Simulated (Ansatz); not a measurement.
Consider the redistribution: `F[Si](F)(O[SiH3])O[SiH3]` + `[NH]=[Mo](=[NH])([OH])[F]` → `O[Si](F)(O[SiH3])O[SiH3]` + `[NH]=[Mo](=[NH])([F])[F]`.

Computed with Ansatz on PBE0-D4/def2-TZVP structures; ΔE is electronic, products minus reactants. CCSD(T)/CBS is the MP2 limit (def2-TZVPP, def2-QZVPP) plus CCSD(T) − MP2 in def2-TZVPP, frozen cores. Elements past krypton have def2 core potentials. For Mo outer-core shells are correlated without core-valence functions, which leaves a few kJ/mol of doubt a bond. One conformer a species, not always the lowest.

```
          level  ΔE (kcal/mol)
CCSD/def2-TZVPP            3.0
  HF/def2-QZVPP            2.6
```

What does CCSD(T)/CBS give? (Estimate.)

The calculation gave: +3.2 kcal/mol. The listed levels differ from it by -0.2, -0.6 kcal/mol.

Largest T1 diagnostic among the species: 0.022, so the coupled-cluster value is less sure than usual.

In def2-TZVPP, CCSD(T) changes the Hartree–Fock value by +0.8 kcal/mol (the triples alone add +0.1 kcal/mol) and MP2 by +1.1 kcal/mol.
